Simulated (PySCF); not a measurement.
Can point charges reproduce the dipole moment of `CC#CB(O)O`?

Coordinates (PBE0-D3(BJ)/def2-SVP, Å) and charges (e) from the PBE0/pcSseg-1 density (PySCF):

```
atom       x       y       z  Mulliken      IAO  Hirshfeld  ESP-fitted
  C1  -2.537  -0.184   0.258   -0.1925  -0.4303    -0.0917     -0.5578
  C2  -1.102   0.024   0.181   -0.2107  +0.0031    -0.0266     +0.3058
  C3   0.099   0.217   0.116   -0.2435  -0.2248    -0.1581     -0.6402
  B4   1.621   0.422   0.034   +0.4926  +0.4851    +0.2441     +0.8587
  O5   2.482  -0.637  -0.035   -0.4158  -0.5576    -0.2622     -0.7336
  O6   2.131   1.678   0.028   -0.3960  -0.5341    -0.2541     -0.6537
  H7  -2.968   0.375   1.104   +0.1583  +0.1743    +0.0639     +0.1948
  H8  -2.785  -1.248   0.390   +0.1526  +0.1690    +0.0602     +0.1721
  H9  -3.031   0.168  -0.661   +0.1579  +0.1745    +0.0640     +0.1908
 H10   2.021  -1.480  -0.027   +0.2509  +0.3750    +0.1798     +0.4396
 H11   3.093   1.659  -0.029   +0.2462  +0.3657    +0.1807     +0.4234
```

Problem. Compute μ = Σ q r for each scheme (1 e·Å = 4.803 D) and compare with the dipole of the full density.

Solution. The full density gives (-1.14, -1.72, 0.02) D, 2.06 D in size; dipole vectors point from the negative to the positive end.

| scheme | μx | μy | μz | size (D) | share of the full size (%) | angle to the full dipole (°) |
| --- | --- | --- | --- | --- | --- | --- |
| Mulliken | -2.33 | -1.35 | 0.10 | 2.70 | 131 | 27 |
| IAO | -1.43 | -1.78 | 0.03 | 2.28 | 111 | 5 |
| Hirshfeld | -0.86 | -0.87 | 0.02 | 1.22 | 59 | 11 |
| ESP-fitted | -1.18 | -1.70 | 0.02 | 2.07 | 100 | 1 |

Problem. Which set comes closest?

Solution. Length of the difference vector: ESP-fitted 0.05 D, IAO 0.30 D, Hirshfeld 0.90 D, Mulliken 1.26 D. Closest: ESP-fitted. ESP charges are fitted to the potential around the molecule, whose slowest-falling term is the dipole's. 

Problem. What is left for the Hirshfeld atoms' own dipoles?

Solution. The shares of the density sum to the whole, so what Σ q r misses lies in dipoles about the nuclei. The atomic dipoles sum to (-1.14, -1.72, 0.02) − (-0.86, -0.87, 0.02) = (-0.28, -0.85, 0.00) D, 0.90 D in size.

Problem. With the origin at the mean of the coordinates, (-0.089, 0.090, 0.124) Å, which are the largest single terms, by size, of the ESP-fitted dipole along the direction of the full one?

Solution. O6 +8.00, H11 -6.23, B4 -5.03, C1 -4.22, O5 +2.85 D; all 11 atoms together +2.07 D. The single terms depend on the origin, their sum doesn't.

Problem. Give the size of the full dipole in other units.

Solution. 2.06 D = 0.812 au = 0.430 e·Å = 6.89 × 10⁻³⁰ C·m.

The structure is a single PBE0-D3(BJ)/def2-SVP conformer in the gas phase; no vibrational or solvent corrections.

Shape of the structure used: `[CH3:1][C:2]#[C:3][B:4]([OH:5])[OH:6]`: H–O5–B4–C3 0°, H–O6–B4–C3 180°.
